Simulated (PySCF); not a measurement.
A series of substituents X on one scaffold: SiH2(OH)-X. All species are isolated molecules in the gas phase. One relaxed conformer stands for each flexible species; it need not be the lowest. Strings in code marks are SMILES.

Computed with PBE0-D4/def2-TZVP (PySCF 2.14.0). All candidates: neutral, multiplicity 1. Excitations are Tamm–Dancoff values on a coarser integration grid. The basis has no diffuse functions, so Rydberg states are missing or too high.

| Item | Result |
|---|---|
| S1 excitation (TDA) | 5.57 eV |
| HOMO | -7.27 eV |
| HOMO–LUMO gap | 7.14 eV |

### Question
Name which member has these values.
A. `O[SiH2][SeH]` (H–O–Si–Se torsion 47°, O–Si–Se–H torsion -98°)
B. `NC(=O)[SiH2]O` (O–C–Si–O torsion 0°, C–Si–O–H torsion 0°)
C. `O[SiH2]B(O)O`
D. `OC[SiH2]O`

### Answer
A, `O[SiH2][SeH]` (H–O–Si–Se torsion 47°, O–Si–Se–H torsion -98°). The others give `OC[SiH2]O`: 6.39 eV, -7.53 eV, 7.84 eV; `NC(=O)[SiH2]O` (O–C–Si–O torsion 0°, C–Si–O–H torsion 0°): 5.06 eV, -7.43 eV, 7.09 eV; `O[SiH2]B(O)O`: 6.64 eV, -8.05 eV, 7.92 eV
